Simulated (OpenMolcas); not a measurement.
**Levels of Fe IV by method**

```
Program             : OpenMolcas
Basis               : ANO-RCC-VTZP [6s5p3d2f1g]
Scalar Hamiltonian  : DKH2, point nucleus
Active space        : 11 electrons in 8 orbitals (RAS1 3p, at most 2 holes; RAS2 3d)
State averaging     : 2S+1 = 6 even, 1 root; 2S+1 = 4 even, 24 roots; 2S+1 = 2 even, 58 roots
Spin-orbit coupling : state interaction with AMFI integrals over the reference wave functions, term energies averaged over their components
```

Methods on the same reference wave functions:
A. RASSCF
B. SS-RASPT2, IPEA 0.25 Eh, imaginary shift 0.1 Eh (closed shells correlated: 3s)
C. MS-RASPT2, IPEA 0.25 Eh, imaginary shift 0.1 Eh (closed shells correlated: 3s)

Energies in cm⁻¹ above 3d⁵ ⁶S_5/2, the measured ground level; measured values from Corliss and Sugar, J. Phys. Chem. Ref. Data 11, 135 (1982).

| Level | A | B | C | Measured |
| --- | --- | --- | --- | --- |
| 3d⁵ ⁶S_5/2 | 0.0 | 0.0 | 0.0 | 0.0 |
| 3d⁵ ⁴G_5/2 | 37939 | 33280 | 33280 |  |
| 3d⁵ ⁴G_7/2 | 37973 | 33310 | 33310 |  |
| 3d⁵ ⁴G_11/2 | 37983 | 33320 | 33320 | 32246 |
| 3d⁵ ⁴G_9/2 | 37994 | 33330 | 33330 |  |
| 3d⁵ ⁴P_5/2 | 38821 | 36850 | 36850 | 35254 |
| 3d⁵ ⁴P_3/2 | 38874 | 36930 | 36930 | 35333 |
| 3d⁵ ⁴P_1/2 | 38922 | 37010 | 37010 | 35407 |
| 3d⁵ ⁴D_7/2 | 44903 | 40260 | 40260 | 38779 |
| 3d⁵ ⁴D_1/2 | 44962 | 40340 | 40340 | 38897 |
| 3d⁵ ⁴D_3/2 | 44990 | 40410 | 40410 |  |
| 3d⁵ ⁴D_5/2 | 44992 | 40420 | 40420 |  |
| 3d⁵ ²D_5/2(1) [70 %] | 55331 | 51870 | 51860 | 49542 |
| 3d⁵ ²I_11/2 | 55570 | 48490 | 48490 |  |
| 3d⁵ ²I_13/2 | 55660 | 48570 | 48570 |  |
| 3d⁵ ²D_3/2(1) | 55907 | 52440 | 52420 | 50051 |
| 3d⁵ ²F_7/2(1) | 57425 | 53790 | 53710 | 51394 |
| 3d⁵ ⁴F_9/2 | 59668 | 54460 | 54460 | 52621 |
| 3d⁵ ⁴F_7/2 | 59695 | 54500 | 54510 | 52695 |
| 3d⁵ ⁴F_3/2 | 59809 | 54700 | 54700 |  |
| 3d⁵ ²H_9/2 | 63740 | 58120 | 58120 | 56058 |
| 3d⁵ ²H_11/2 | 63986 | 58460 | 58460 | 56369 |
| 3d⁵ ²G_7/2 | 66533 | 59640 | 59640 | 57408 |
| 3d⁵ ²G_9/2 | 66712 | 59930 | 59930 | 57721 |

Deviations, from unrounded energies. A percentage is the sum of absolute deviations over the sum of measured energies, with the sign that they share, or ± where signs differ.

```csv
Against measurement,Levels,A,B,C
mean absolute deviation (cm-1),15,6200,1900,1900
other terms of the ground configuration (%),15,+13.4,+4.0,+4.0
```

B, C lie about equally close to measurement and A furthest from it. The largest miss of C in the table is 3d⁵ ²D_3/2(1), by +2400 cm-1. The ranking rests on the paired levels alone, and a cruder setting can come out closer through cancelling errors.

Between B and C the level of the table that moves most is 3d⁵ ²F_7/2(1), by 84 cm-1 (lowest in C, highest in B). Moves below CASPT2's spread within the term are not significant.

The two smallest mean deviations differ by little beside CASPT2's spread within terms, so their order carries little weight.

From A to B the spin-free energies of the other terms of 3d⁵ shown, above ⁶S, scale by factors of 0.87 to 0.95, as is usual when dynamic correlation screens the repulsion within a d or f shell.

The lowest spin-free term lies below A's lowest term by 0.346 hartree in B, 0.346 hartree in C.

CASPT2 does not keep the components of a term degenerate, so their means are used; among the terms shown or strongly mixed into the levels shown the widest spread is 730 cm-1 (3d⁵ ⁴F, C). Active for correlation alone: 3p; no level in the range computed is led by a configuration that opens it, so any true level of that kind is missing. Without dynamic correlation excited terms often stand tens of per cent too high (terms of higher spin than the ground term too low), and those without a measured partner can miss by more than the paired ones (holds for A). Some levels mix across a computed gap that differs much from the measured one, so their mixing is not that of the real levels (holds for A). Computed and measured levels are paired by configuration, term and J; levels that our copy of the source lacks, or whose pairing is in doubt (as where it misses far off the trend of its configuration), stay unpaired and out of the deviations. Only configurations of the active space appear. The table leaves out levels that lie high or whose names do not pair safely across all columns.

A share in square brackets marks a mixed level and gives the weight of the term that names it, the lowest over the columns. A number in round brackets counts repeated terms of one configuration in the order of the reference energies.
